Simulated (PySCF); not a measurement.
**CaIn⁺: one state, many levels of theory**

State: ¹Σ⁺ (singlet), closed shell. Set-up: Ca x2c-SVPall, In x2c-SVPall; spin-free X2C with a Gaussian nucleus (PySCF 2.14). De refers to Ca + In⁺ in their ground configurations, without counterpoise correction. A positive dipole points towards In; it is taken about the centre of mass and depends on that origin.

```csv
Level,Re (Å),ωe (cm⁻¹),De (eV),μ (D),"CPU s a point (SCF and correlation, without the integrals)"
RHF-MP2,3.709,106,1.05,n/a,0.2
RHF-SCS-MP2,3.746,102,0.98,n/a,n/a
RHF-CCSD,3.722,106,1.04,n/a,n/a
RHF-CCSD(T),3.712,107,1.10,n/a,1.4
PBE,3.646,105,1.37,-6.74,1.3
PW91,3.628,106,1.41,-6.83,0.77
r²SCAN,3.616,111,1.42,-7.51,1.5
PBE0,3.642,108,1.30,-7.09,2.7
MN15,3.583,111,1.24,-6.27,1.6
B2PLYP,3.680,104,1.15,-6.88,1.1
```

The bond length runs from 3.583 Å (MN15) to 3.746 Å (RHF-SCS-MP2). De spans 0.98 eV (RHF-SCS-MP2, perturbation theory) to 1.42 eV (r²SCAN, meta-GGA).

Correlated steps freeze 23 core orbitals. Closed-shell solutions of metal pairs were not tested for spin polarisation, which can lower them a little. Correlated levels converge slowly with the basis: in double zeta they bind strong bonds too weakly, by up to about 1 eV, and carry superposition errors of some tenths. Spin–orbit coupling is left out. For an ion De counts to the pair picked by the measured ionisation energies or electron affinities, which need not be the lowest pair at this level. B2PLYP dipoles, levels and charges come from its SCF part alone.

The whole job (state search and all levels along the bond) took about 2.9 min on 1 thread of Intel Xeon Platinum 8488C (shared host), peak memory 0.65 GiB.
